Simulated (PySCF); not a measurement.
# GaOI: from structure and modes to constants

Level of theory: PySCF, PBE0, basis Ga def2-TZVP, O def2-TZVP, I def2-TZVP with ECP28 (scalar-relativistic core potentials, no spin–orbit coupling, density fitting).

The singlet minimum has C∞v symmetry. Masses (u): Ga 68.92558, O 15.99492, I 126.90447.

```xyz
3
charge 0 multiplicity 1, angstrom
Ga    0.0000    0.0000   -1.3242
O     0.0000    0.0000   -2.9711
I     0.0000    0.0000    1.0939
```

Harmonic wavenumbers (cm⁻¹): 134.2 (π, ×2), 258.8 (σ+, ×1), 947.5 (σ+, ×1).

(1) Find the principal moments of inertia and the rotational constants. What kind of rotor is it?

(2) What is the harmonic zero-point energy?

## Answers

(1) About the centre of mass I = 413.91 u Å². With B = 16.8576/I this gives 0.04073 cm⁻¹. The molecule is linear.

(2) Half the sum of all 4 wavenumbers, 1475/2 = 737 cm⁻¹, which is 8.8 kJ/mol (1 cm⁻¹ = 0.0119627 kJ/mol).

Only a few start shapes were tried, so a lower isomer may exist.
